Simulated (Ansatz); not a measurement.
A nudged elastic band was laid between two geometries of C3H11NSi2 (17 atoms, charge 0, multiplicity 1).

These are results of RKS PBE0/6-31G* in Ansatz 0.2.0, not measurements.

```json
{"movable images": "5", "climbing image": "yes", "spring": "0.1 eV/Å²", "optimiser": "quadratic models (default)", "start path": "IDPP", "force threshold": "0.05 eV/Å", "iteration limit": "60", "end points": "relaxed"}
```

Image 0:

```xyz
17
Properties=species:S:1:pos:R:3
N -0.683 -2.149 0.080
C 0.300 -1.306 0.738
C 1.190 -0.360 -0.145
C 0.523 1.042 0.078
Si -0.582 1.622 -1.319
Si -0.390 0.273 1.558
H -1.348 -1.594 -0.453
H -0.224 -2.765 -0.588
H 0.912 -1.945 1.384
H 1.231 -0.687 -1.195
H 2.222 -0.347 0.226
H 1.235 1.839 0.314
H -1.254 2.909 -0.976
H -1.646 0.611 -1.597
H 0.186 1.812 -2.586
H -1.874 0.433 1.627
H 0.182 0.612 2.895
```

Image 6:

```xyz
17
Properties=species:S:1:pos:R:3
N -0.357 -1.515 -0.722
C 0.561 -1.260 0.383
C 1.347 0.030 0.036
C 0.263 1.110 0.347
Si -0.952 1.412 -1.071
Si -0.372 -0.144 1.616
H 0.141 -1.851 -1.544
H -1.054 -2.213 -0.481
H 1.187 -2.110 0.689
H 1.739 0.044 -0.992
H 2.202 0.138 0.717
H 0.659 2.064 0.705
H -1.217 2.888 -1.130
H -2.286 0.773 -0.908
H -0.367 1.035 -2.391
H -1.831 -0.362 1.848
H 0.318 -0.039 2.937
```

Task: Which bonds break or form, and what moves?

Result: No bond is made or broken. The dihedral H8–N1–C2–C3 goes from 59 to -167°.

Task: Give the energies along the band, and the barrier.

Result: The run converged. The highest image is number 3 of 0 to 6, 0.174 eV above the first end and 0.264 eV above the last; the last end lies 0.089 eV below the first. Another band between the same ends (5 images) ends at a top of the same energy, where a vibrational analysis finds 1 clearly imaginary mode.

| image | path coordinate (Å) | energy (eV) | dihedral H8–N1–C2–C3 (°) |
| --- | --- | --- | --- |
| 0 | 0.00 | 0.000 | 59 |
| 1 | 0.47 | 0.029 | 76 |
| 2 | 0.95 | 0.118 | 99 |
| 3 | 1.43 | 0.174 | 123 |
| 4 | 2.51 | -0.018 | 178 |
| 5 | 3.60 | -0.059 | -167 |
| 6 | 4.68 | -0.089 | -167 |

Task: What is the geometry of the highest image?

Result: 
```xyz
17
Properties=species:S:1:pos:R:3
N -0.579 -2.052 -0.240
C 0.399 -1.315 0.572
C 1.190 -0.211 -0.198
C 0.405 1.094 0.172
Si -0.800 1.704 -1.130
Si -0.366 0.106 1.606
H -0.503 -1.779 -1.216
H -0.383 -3.047 -0.208
H 1.067 -2.007 1.096
H 1.268 -0.419 -1.276
H 2.216 -0.149 0.183
H 1.052 1.929 0.462
H -1.611 2.841 -0.605
H -1.733 0.614 -1.535
H -0.087 2.167 -2.360
H -1.845 0.144 1.794
H 0.291 0.378 2.923
```

The band took 9 iterations and roughly 5 core-minutes.

The run took 2.7 min on 2 threads of AMD EPYC 9R14 (Zen 4), with other jobs on the host, peak memory 0.34 GiB.
